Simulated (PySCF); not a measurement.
PySCF input file for CTe2, SMILES [Te]=C=[Te], TDA-PBE/def2-SVPD. Geometry: B3LYP-D3(BJ)/def2-TZVP. The def2 effective core potentials stand for the cores of Te; spin–orbit coupling is left out.

```python
import numpy as np
from pyscf import gto, scf, dft, tdscf

mol = gto.M(
    atom='''
    C     0.00000000    0.00000000    0.00000000
    Te    0.00000000    0.00000000   -1.90332517
    Te    0.00000000    0.00000000    1.90332517
    ''',
    basis='def2-SVPD',
    ecp={'Te': 'def2-svp'},
    charge=0,
    spin=0,
    symmetry=True,
    symmetry_subgroup='D2h',
    max_memory=1600,
    verbose=4,
)
mf = dft.RKS(mol, xc='pbe').density_fit(auxbasis='def2-universal-jkfit')
mf.grids.level = 3
mf.conv_tol = 1e-9
mf.max_cycle = 100
mf.kernel()
mf.grids = dft.Grids(mol).set(level=1).build(with_non0tab=True)  # coarser grid for the response kernel
td = tdscf.TDA(mf)
td.singlet = True
td.nstates = 10
td.conv_tol = 1e-4
td.positive_eig_threshold = 1e-6
td.kernel(x0=td.get_init_guess(mf, 15))
td.analyze()
tt = tdscf.TDA(mf)
tt.singlet = False
tt.nstates = 4
tt.conv_tol = 1e-4
tt.positive_eig_threshold = 1e-6
tt.kernel(x0=tt.get_init_guess(mf, 9))
tt.analyze(verbose=3)
```

Log of the run:

```
PySCF version 2.14.0

[INPUT] verbose = 4
[INPUT] num. atoms = 3
[INPUT] num. electrons = 54
[INPUT] charge = 0
[INPUT] spin (= nelec alpha-beta = 2S) = 0
[INPUT] symmetry True subgroup D2h
[INPUT] Mole.unit = angstrom
[INPUT] Symbol           X                Y                Z      unit          X                Y                Z       unit  Magmom
[INPUT]  1 C      0.000000000000   0.000000000000   0.000000000000 AA    0.000000000000   0.000000000000   0.000000000000 Bohr   0.0
[INPUT]  2 Te     0.000000000000   0.000000000000  -1.903325170000 AA    0.000000000000   0.000000000000  -3.596763297291 Bohr   0.0
[INPUT]  3 Te     0.000000000000   0.000000000000   1.903325170000 AA    0.000000000000   0.000000000000   3.596763297291 Bohr   0.0

nuclear repulsion = 160.143982906463
point group symmetry = Dooh, use subgroup D2h
symmetry origin: [0. 0. 0.]
symmetry axis x: [1. 0. 0.]
symmetry axis y: [0. 1. 0.]
symmetry axis z: [0. 0. 1.]
num. orbitals of irrep Ag = 24
num. orbitals of irrep B1g = 5
num. orbitals of irrep B2g = 10
num. orbitals of irrep B3g = 10
num. orbitals of irrep Au = 3
num. orbitals of irrep B1u = 18
num. orbitals of irrep B2u = 10
num. orbitals of irrep B3u = 10
number of shells = 34
number of NR pGTOs = 170
number of NR cGTOs = 90
basis = def2-SVPD
ecp = {'Te': 'def2-svp'}


[settings echo left out]
init E= -518.257601050279
HOMO (B3g) = -1.26847369642146  LUMO (Ag) = -1.05953099196438  gap/eV = 5.68562
cycle= 1 E= -571.206361946847  delta_E= -52.9  |g|= 4.08  |ddm|= 14.3
HOMO (B2u) = -0.0230558294900529  LUMO (B3g) = -0.0114618530315096  gap/eV = 0.31549
cycle= 2 E= -568.364928702252  delta_E= 2.84  |g|= 4.55  |ddm|=   15
HOMO (B3g) = -0.218046343035901  LUMO (Ag) = -0.0244590522608039  gap/eV = 5.26778
cycle= 3 E= -572.027436195087  delta_E= -3.66  |g|= 2.06  |ddm|= 6.96
HOMO (B3g) = -0.271676190586103  LUMO (B3u) = -0.211160754880583  gap/eV = 1.64671
cycle= 4 E= -572.925714686928  delta_E= -0.898  |g|= 1.88  |ddm|= 3.61
HOMO (B3g) = -0.205835398601274  LUMO (B2u) = -0.128178538873772  gap/eV = 2.11315
cycle= 5 E= -573.899871466078  delta_E= -0.974  |g|= 0.618  |ddm|= 1.36
HOMO (B3g) = -0.214564092536736  LUMO (B2u) = -0.131497258724087  gap/eV = 2.26036
cycle= 6 E= -573.996442983141  delta_E= -0.0966  |g|= 0.264  |ddm|= 0.479
HOMO (B3g) = -0.210810762245294  LUMO (B3u) = -0.12130824479129  gap/eV = 2.43549
cycle= 7 E= -574.013960844708  delta_E= -0.0175  |g|= 0.085  |ddm|= 0.207
HOMO (B2g) = -0.208873726305096  LUMO (B3u) = -0.11892387637162  gap/eV = 2.44766
cycle= 8 E= -574.016432786844  delta_E= -0.00247  |g|= 0.00917  |ddm|= 0.0912
HOMO (B3g) = -0.20921858351613  LUMO (B3u) = -0.118744627581483  gap/eV = 2.46192
cycle= 9 E= -574.016455732982  delta_E= -2.29e-05  |g|= 0.00294  |ddm|= 0.0146
HOMO (B3g) = -0.20913976060267  LUMO (B2u) = -0.118776007033372  gap/eV = 2.45892
cycle= 10 E= -574.016458346107  delta_E= -2.61e-06  |g|= 0.000113  |ddm|= 0.00267
HOMO (B3g) = -0.20914935059315  LUMO (B2u) = -0.118788848414986  gap/eV = 2.45883
cycle= 11 E= -574.016458350147  delta_E= -4.04e-09  |g|= 9.38e-06  |ddm|= 0.000138
HOMO (B3g) = -0.209148768456453  LUMO (B2u) = -0.11878797057348  gap/eV = 2.45884
cycle= 12 E= -574.016458350173  delta_E= -2.67e-11  |g|= 2.28e-07  |ddm|= 1.19e-05
HOMO (B2g) = -0.209148780193442  LUMO (B3u) = -0.118788001416277  gap/eV = 2.45884
Extra cycle  E= -574.016458350173  delta_E= 2.27e-13  |g|= 7.5e-07  |ddm|= 1.26e-06
converged SCF energy = -574.016458350173
tot grids = 21232
Overwritten attributes  positive_eig_threshold  of <class 'pyscf.tdscf.rks.TDA'>


******** <class 'pyscf.tdscf.rks.TDA'> for <class 'pyscf.df.df_jk.DFSymAdaptedRKS'> ********
nstates = 10 singlet
deg_eia_thresh = 1.000e-03
wfnsym = None
conv_tol = 0.0001
eigh lindep = 1e-12
eigh level_shift = 0
eigh max_cycle = 100


Excitation energies (eV)
[2.45884203 2.72917201 2.72917253 4.38105215 4.38105215 4.5460351
 4.82756865 4.8275813  5.22818549 5.47626378]

** Singlet excitation energies and oscillator strengths **
Excited State   1:   Au      2.45884 eV    504.24 nm  f=0.0000
      26 -> 28        0.50000
      27 -> 29       -0.50000
Excited State   2:  B1u      2.72917 eV    454.29 nm  f=0.0000
      26 -> 29        0.49958
      27 -> 28       -0.49958
Excited State   3:   Au      2.72917 eV    454.29 nm  f=0.0000
      26 -> 28       -0.49958
      27 -> 29       -0.49958
Excited State   4:  B2g      4.38105 eV    283.00 nm  f=0.0000
      26 -> 30       -0.70441
Excited State   5:  B3g      4.38105 eV    283.00 nm  f=0.0000
      27 -> 30       -0.70441
Excited State   6:  B1g      4.54604 eV    272.73 nm  f=0.0000
      24 -> 29       -0.50000
      25 -> 28        0.50000
Excited State   7:   Ag      4.82757 eV    256.83 nm  f=0.0000
      24 -> 28        0.49971
      25 -> 29       -0.49971
Excited State   8:  B1g      4.82758 eV    256.82 nm  f=0.0000
      24 -> 29        0.49971
      25 -> 28        0.49971
Excited State   9:  B1u      5.22819 eV    237.15 nm  f=1.2356
      23 -> 30        0.25395
      26 -> 29        0.39167
      26 -> 34       -0.24149
      27 -> 28        0.39167
      27 -> 33       -0.24149
Excited State  10:  B2g      5.47626 eV    226.40 nm  f=0.0000
      26 -> 31       -0.70512

** Transition electric dipole moments (AU) **
state          X           Y           Z        Dip. S.      Osc.
  1        -0.0000     -0.0000     -0.0000      0.0000      0.0000
  2        -0.0000      0.0000      0.0000      0.0000      0.0000
  3        -0.0000     -0.0000     -0.0000      0.0000      0.0000
  4        -0.0000     -0.0000     -0.0000      0.0000      0.0000
  5        -0.0000     -0.0000     -0.0000      0.0000      0.0000
  6        -0.0000      0.0000     -0.0000      0.0000      0.0000
  7        -0.0000     -0.0000     -0.0000      0.0000      0.0000
  8         0.0000     -0.0000      0.0000      0.0000      0.0000
  9        -0.0000     -0.0000      3.1059      9.6464      1.2356
 10        -0.0000      0.0000     -0.0000      0.0000      0.0000

WARN: ECP detected. Skipping calculation of transition velocity and magnetic dipole moments, which have not yet been implemented.



******** <class 'pyscf.tdscf.rks.TDA'> for <class 'pyscf.df.df_jk.DFSymAdaptedRKS'> ********
nstates = 4 triplet
deg_eia_thresh = 1.000e-03
wfnsym = None
conv_tol = 0.0001
eigh lindep = 1e-12
eigh level_shift = 0
eigh max_cycle = 100


Excitation energies (eV)
[1.97797026 2.17818229 2.1781855  2.45884203]

** Triplet excitation energies and oscillator strengths **
Excited State   1:  B1u      1.97797 eV    626.83 nm  f=0.0000
Excited State   2:  B1u      2.17818 eV    569.21 nm  f=0.0000
Excited State   3:   Au      2.17819 eV    569.21 nm  f=0.0000
Excited State   4:   Au      2.45884 eV    504.24 nm  f=0.0000
```

The run converged.
